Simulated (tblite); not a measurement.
Species: C7H12NP.
Structure used (GFN2-xTB), in Å, numbered top down from 1:
```
atom  x, y, z in Å
C1     4.5208   -0.1887   -0.5980
C2     3.1136   -0.5184   -0.6712
C3     1.9228   -0.7212   -0.6870
P4     0.2777   -1.2939   -0.8979
C5    -0.5924   -0.0997   -0.0221
C6     0.0384    1.0893    0.6333
N7    -1.9458   -0.2432    0.1171
C8    -2.5768   -1.3154   -0.6041
C9    -2.7838    0.8536    0.5310
H10    5.0571   -0.9544   -0.0363
H11    4.6593    0.7726   -0.1014
H12    4.9419   -0.1302   -1.6024
H13   -0.3531    2.0182    0.2163
H14    1.1134    1.0646    0.4760
H15   -0.1538    1.0860    1.7072
H16   -2.0892   -2.2588   -0.3437
H17   -3.6298   -1.3749   -0.3373
H18   -2.4855   -1.1832   -1.6896
H19   -2.8924    1.6113   -0.2558
H20   -2.3780    1.3330    1.4201
H21   -3.7734    0.4701    0.7761
```

Calculated harmonic vibrations of the isolated species, GFN2-xTB (tblite), most abundant isotopes, no scaling. Errors from tens to a few hundred cm⁻¹ against measured bands are possible. The optimisation stopped once no atom felt more than 0.01 eV/Å.

Lowest wavenumbers of the output (negative numbers stand for imaginary wavenumbers):
```
mode    cm-1
  1     -28.4
  2      53.2
  3      68.6
  4      74.0
  5     113.6
  6     147.1
  7     189.4
  8     217.5
```

Q: Is this structure a minimum?

A: Not by this Hessian. 1 mode is imaginary beyond 20i (28i cm⁻¹), so at this level the point lies at or near a first-order saddle. The curvature is small, so loose convergence or finite differences may be the whole cause.

Q: Which atoms move in the imaginary mode?

A: 28i: H12 (methyl hydrogen) 33 %, H11 (methyl hydrogen) 33 %, H10 (methyl hydrogen) 32 %. These are shares of the mass-weighted motion.

Q: What is the remedy?

A: Step along that mode in both directions, optimise again with tighter thresholds and repeat the frequencies. The zero-point energy of this point (107.4 kcal/mol) counts the 56 real modes alone, and thermal corrections from it aren't those of a minimum.
